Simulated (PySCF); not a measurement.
C₄H₆ClF, SMILES C[C@]1(F)C[C@H]1Cl.

The structure is a stationary point at B3LYP-D3(BJ)/def2-SVP. The structure was generated by enumeration; whether it is a known compound was not checked.

Method: SMD-PBE0/6-31G* (PySCF).

Solvation free energies are E(SMD) − E(gas) at the gas-phase geometry, for 1 M in both phases. In vacuum the dipole moment is 2.95 D.

```
solvent                ΔG(solv) (kcal/mol)  its non-electrostatic (CDS) part  dipole (D)
---------------------  -------------------  --------------------------------  ----------
water                                 -2.2                               3.0        3.92
1-octanol                             -5.7                              -1.2        3.77
N,N-dimethylformamide                 -6.0                              -0.9        3.89
```
